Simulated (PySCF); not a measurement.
## Working out the ionisation energy of N²⁺

N²⁺ [He] 2s2 2p1 (2P) → N³⁺ [He] 2s2 (1S). Computed with PySCF 2.14 in aug-cc-pVQZ-DK (6s5p4d3f2g, 80 functions), with scalar relativity by spin-free X2C-1e. Frozen: 1s2. Energies in hartree (1 hartree = 27.21139 eV):

```csv
part,N²⁺ (lower),N³⁺ (upper)
UHF,-52.849693,-51.111757
MP2 opposite-spin,-0.057046,-0.052740
MP2 same-spin,-0.004036,0.000000
```

**Question.** What does Hartree-Fock give?

**Answer.** (-51.111757) − (-52.849693) = 1.737936 hartree = 47.292 eV.

**Question.** What do MP2 and SCS-MP2 (6/5 opposite-spin, 1/3 same-spin) give?

**Answer.** The opposite-spin parts differ by 0.117 eV and the same-spin parts by 0.110 eV. MP2: 47.292 + (0.117) + (0.110) = 47.519 eV. SCS-MP2: 47.292 + 1.2 × (0.117) + (0.110)/3 = 47.469 eV.

A first-order spin-orbit estimate adds 0.014 eV to MP2 (valence), giving 47.533 eV against 47.445 eV (semi-empirical (NIST evaluation); NIST Atomic Spectra Database, ionization energies).

What remains against the reference includes basis incompleteness, the frozen core and correlation beyond second order.
